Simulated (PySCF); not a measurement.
Cd(Br)2, SMILES [Br][Cd][Br] at its PBE0/def2-SVP optimised geometry (Å):

```
3

Cd     0.0000    -0.0003     0.0000
Br     2.4066    -0.0003     0.0000
Br    -2.4066     0.0003     0.0000
```

Method: PySCF 2.14.0 with PBE0/def2-TZVP, def2 effective core potentials past Kr. The core electrons that the potentials of Cd replace are not part of the density. Cells within 0.4 Å of a nucleus heavier than hydrogen are left out (blank, or x).

Map of the LUMO amplitude (bohr^(-3/2)) on the plane z = 0.0 Å; orbital energy -2.33 eV, overall sign arbitrary:

```
|4455555555555555555555555555544|
|4555555555555555555555555555554|
|5555555555555555555555555555555|
|5555555555555555555555555555555|
|5555555555555555555555555555555|
|5555555555555555555555555555555|
|5555555555555555555555555555555|
|5555555555555555555555555555555|
|5555555555555666665555555555555|
|5555555555556666666555555555555|
|5555555444556677766554445555555|
|5556655444456777776544445556555|
|5566665323456776776543235666655|
|5667775311357753577531135777665|
|5667885x2025784x4875202x5887665|
|566788xxx01589xxx98510xxx887665|
|5667885x2025784x4875202x5887665|
|5667775311357753577531135777665|
|5566665323456776776543235666655|
|5556555444456777776544445556555|
|5555555444556677766554445555555|
|5555555555556666666555555555555|
|5555555555555666665555555555555|
|5555555555555555555555555555555|
|5555555555555555555555555555555|
|5555555555555555555555555555555|
|5555555555555555555555555555555|
|5555555555555555555555555555555|
|5555555555555555555555555555555|
|4555555555555555555555555555554|
|4455555555555555555555555555544|
```
Scale: ten equal steps from -0.128 (start of '0') to 0.128 (end of '9'), in the order '0123456789'; x runs from -4.50 to 4.50, y from -4.50 (bottom) to 4.50 (top).
